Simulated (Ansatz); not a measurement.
Input file for CH9GeNOSi (`CO[SiH2][NH][GeH3]`):

```yaml
crystal:
  periodic: [false, false, false]
  atoms:
    - {symbol: C, position_ang: [-1.660592, -1.959968, 0.390079]}
    - {symbol: O, position_ang: [-1.174572, -0.670210, 0.108808]}
    - {symbol: Si, position_ang: [0.145744, -0.413817, -0.840877]}
    - {symbol: N, position_ang: [0.621819, 1.219512, -0.791152]}
    - {symbol: Ge, position_ang: [1.381829, 2.076148, 0.651285]}
    - {symbol: H, position_ang: [-2.441621, -1.876692, 1.148072]}
    - {symbol: H, position_ang: [-0.871179, -2.615610, 0.778128]}
    - {symbol: H, position_ang: [-2.093559, -2.430440, -0.500658]}
    - {symbol: H, position_ang: [-0.170453, -0.773064, -2.250968]}
    - {symbol: H, position_ang: [1.244478, -1.273080, -0.319280]}
    - {symbol: H, position_ang: [0.227338, 1.830443, -1.490536]}
    - {symbol: H, position_ang: [0.340521, 2.910667, 1.419867]}
    - {symbol: H, position_ang: [2.499565, 3.006419, 0.148417]}
    - {symbol: H, position_ang: [1.950675, 0.969701, 1.548814]}
basis:
  gaussian: {orbitals: def2-TZVPP}
correlation: {method: ccsd_t}
```

```sh
$ ansatz run in.yaml --threads 2 --pin off --events-out ev --progress --plain --max-ram 32768MiB --backend cuda --devices 0, --max-vram 18GiB
```

Output of Ansatz, abridged:

```
Functional definition: HF
1829 factors; integrals over basis functions are off by at most 1.1e-3 eV
mean field evaluation 1: about -69026.9719 eV, gradient 4.6e1 eV
mean field evaluation 2: about -69027.2603 eV, gradient 4.7e1 eV
mean field evaluation 4: about -69031.9125 eV, gradient 4.5e0 eV
mean field evaluation 8: about -69031.9821 eV, gradient 2.3e-1 eV
mean field -69031.98228739 eV, -2536.8785575034 hartree, gradient 2.8e-6 eV, S^2 0.000000; 0 other end points of the search recorded, 0 dependent functions left out
17 core orbitals not correlated: weight in the atoms' cores, before any rotation towards them, 1.000 or more for the frozen orbitals, at most 0.000 for the correlated occupied ones
reference -69031.98228739 eV, -2536.8785575034 hartree; 21, 21 occupied and 271, 271 virtual orbitals, 1829 factors
second order -27.49486456 eV of doubles, -0.00000000 eV of singles
cycle   1  -27.84229222 eV  change   -3.5e-1 eV  update   1.2e-1
cycle   2  -28.63398268 eV  change   -7.9e-1 eV  update   3.4e-2
cycle   3  -28.77092238 eV  change   -1.4e-1 eV  update   1.6e-2
cycle   4  -28.75524329 eV  change    1.6e-2 eV  update   3.6e-3
cycle   5  -28.75478180 eV  change    4.6e-4 eV  update   1.6e-3
cycle   6  -28.75518024 eV  change   -4.0e-4 eV  update   4.4e-4
cycle   7  -28.75491991 eV  change    2.6e-4 eV  update   1.8e-4
cycle   8  -28.75490301 eV  change    1.7e-5 eV  update   5.6e-5
cycle   9  -28.75492035 eV  change   -1.7e-5 eV  update   2.1e-5
perturbative correction -1.03840578 eV, -0.0381607086 hartree
Total energy: -69061.77561352 eV, -2537.9734420441 hartree
```

Hardware: 2 threads of an AMD EPYC 7R13 on a shared host and a share of an NVIDIA H100 80 GB. Wall time 7 s, peak host memory 0.83 GiB.

MP2 recovers 92.3 % of the CCSD(T) correlation energy and the triples give 3.5 %; T1 = 0.0113.
